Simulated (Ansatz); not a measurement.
C2F4O, SMILES `FC1(F)OC1(F)F` at its PBE0-D4/def2-TZVP geometry, where that method's forces vanish. The species carries charge 0 and has multiplicity 1.

```xyz
7

F    -0.6191   -1.5692   -0.6812
C    -0.0064   -0.7150    0.1135
F     0.9014   -1.3422    0.8340
O    -0.8212    0.1811    0.7970
C     0.0478    0.7059   -0.1537
F    -0.5115    1.2562   -1.2124
F     1.0090    1.4832    0.3028
```

What forces (eV/Å) does ωB97M-V/def2-TZVPP give on these atoms in Ansatz 0.2.0? (An estimate is asked.)

Computed: 
```
F1  -0.134 -0.161 -0.165
C2   0.031  0.131 -0.051
F3   0.186 -0.113  0.154
O4  -0.177  0.039  0.172
C5   0.021 -0.142  0.000
F6  -0.124  0.099 -0.214
F7   0.196  0.147  0.105
```
